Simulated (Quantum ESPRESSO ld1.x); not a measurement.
Question: The mean radii <r> (bohr) of the occupied orbitals of an atom or ion are listed with their occupations. Method: Dirac Kohn-Sham, PW91, spin-unpolarised, spherical densities, point nucleus; computed with ld1.x of Quantum ESPRESSO 7.5.

| orbital | occ. | <r> |
|---|---|---|
| 1s1/2 | 2 | 0.04861 |
| 2s1/2 | 2 | 0.2170 |
| 2p1/2 | 2 | 0.1879 |
| 2p3/2 | 4 | 0.1913 |
| 3s1/2 | 2 | 0.5952 |
| 3p1/2 | 2 | 0.5919 |
| 3p3/2 | 4 | 0.5988 |
| 3d3/2 | 2 | 0.5689 |

Name the element and its charge. Open shells, if any, fill j = l - 1/2 first.

Answer: Z = 31, gallium, charge +11: Ga11+ in [Ar] 3d2. The 1s radius gives Z: for a bare nucleus <r> = (2 gamma + 1)/(2Z) with gamma = sqrt(1 - (Z/c)^2), 0.04755 bohr for Z = 31, and screening makes it slightly larger (0.04861 here). The occupations add up to 20, and the charge is Z minus that.
